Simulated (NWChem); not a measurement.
# ZnHSCl; SMILES [SH][Zn][Cl]

```xyz
4

Zn    -0.1264    -0.0694     0.0000
Cl     0.0237     2.0380     0.0000
S     -0.3059    -2.2344     0.0000
H      1.0508    -2.3848     0.0000
```
Atoms are numbered in this order, from 1.

Level: PBE-D3(BJ)/def2-SVP (NWChem), optimised geometry, unscaled harmonic frequencies. 

| frequency (cm⁻¹) | IR intensity (km/mol) |
|---|---|
| 91 | 11.0 |
| 95 | 10.8 |
| 332 | 0.4 |
| 477 | 58.1 |
| 626 | 4.1 |
| 2605 | 1.3 |

```json
{
  "zero_point_energy": "6.0 kcal/mol",
  "thermal correction to the enthalpy at 298.15 K (with zero-point energy)": "9.8 kcal/mol",
  "heat capacity Cv": "13.8 cal/(mol K)",
  "entropy at 298.15 K and 1 atm (symmetry number 1)": "73.7 cal/(mol K)",
  "dipole_moment": "1.23 D"
}
```

Rigid rotor and harmonic oscillator; modes under 100 cm⁻¹ make the entropy uncertain.
